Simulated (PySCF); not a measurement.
ClSi, SMILES Cl[Si] (connectivity only; charge and spin as stated), charge +1, multiplicity 1.

Geometry optimised at PBE-D3(BJ)/def2-TZVPD.

Lowest vertical singlet excitation by several levels in PySCF, with rough processor times relative to the cheapest run on one machine. Each run also gave further roots (ADC and EOM-CCSD ionised and attached states too); roots are paired by order and the bases differ. EOM-CCSD serves as a yardstick, not as the true value; all levels that ended soundly for this molecule are listed, with differences from unrounded values.

```json
[
 {"level": "TDA-PBE/def2-TZVPD", "relative cost": "1", "S1 (eV)": "5.22", "S1 minus EOM-CCSD (eV)": "-0.39"},
 {"level": "TDA-PBE0/def2-TZVPD", "relative cost": "2", "S1 (eV)": "5.59", "S1 minus EOM-CCSD (eV)": "-0.03"},
 {"level": "EOM-CCSD/aug-cc-pVDZ", "relative cost": "2", "S1 (eV)": "5.62", "S1 minus EOM-CCSD (eV)": "0.00"},
 {"level": "TDA-LC-ωPBE/def2-TZVPD", "relative cost": "2", "S1 (eV)": "5.60", "S1 minus EOM-CCSD (eV)": "-0.01"},
 {"level": "ADC(2)/aug-cc-pVDZ", "relative cost": "2", "S1 (eV)": "5.60", "S1 minus EOM-CCSD (eV)": "-0.02"}
]
```
